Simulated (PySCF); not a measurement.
# The first ionisation energy along group 11

All values are computed (PySCF 2.14, energy differences of UHF-based or UKS calculations, no spin-orbit coupling). Values in eV. The last column holds reference values (NIST; (s) semi-empirical, (t) theoretical, else measured). Unmarked ones compare directly (S terms, centres of terms, or small fine structure); those marked * lie between the lowest fine-structure levels and include a spin-orbit shift.

| element | configurations | UHF | LDA | PBE | r2SCAN | MP2 (valence) | SCS-MP2 (valence) | reference |
| --- | --- | --- | --- | --- | --- | --- | --- | --- |
| Cu (aug-cc-pVTZ-PP with one added diffuse shell each of s, p, d, f, g type with ECP10MDF, ECP) | [Ar] 3d10 4s1 → [Ar] 3d10 | 6.584 | 8.632 | 8.343 | 8.285 | 7.672 | 7.503 | 7.726 |
| Ag (aug-cc-pVTZ-PP with one added diffuse shell each of s, p, d, f, g type with ECP28MDF, ECP) | [Kr] 4d10 5s1 → [Kr] 4d10 | 6.365 | 8.369 | 8.041 | 7.906 | 7.502 | 7.333 | 7.576 |
| Au (aug-cc-pVTZ-PP with one added diffuse shell each of s, p, d, f, g type with ECP60MDF, ECP) | [Xe] 4f14 5d10 6s1 → [Xe] 4f14 5d10 | 7.681 | 9.897 | 9.539 | 9.494 | 9.189 | 8.987 | 9.226 |

Task: Which of these methods has the smallest mean absolute error against the measured values here?

Result: MP2 (valence), with 0.055 eV.

```
           method  elements  mean error (eV)  mean absolute error (eV)  largest error (eV)
              UHF         3           -1.299                     1.299              -1.544
              LDA         3            0.790                     0.790               0.906
              PBE         3            0.465                     0.465               0.616
           r2SCAN         3            0.386                     0.386               0.559
    MP2 (valence)         3           -0.055                     0.055              -0.074
SCS-MP2 (valence)         3           -0.235                     0.235              -0.244
```

Errors include the incompleteness of the basis and the frozen core.

"Valence" correlates the outer s and p shells and, in groups 3 to 12 and the f block, the outer d or f shell, open or full, or the next shell where the ion has no valence electron left; the wider scheme adds the next inner shell.
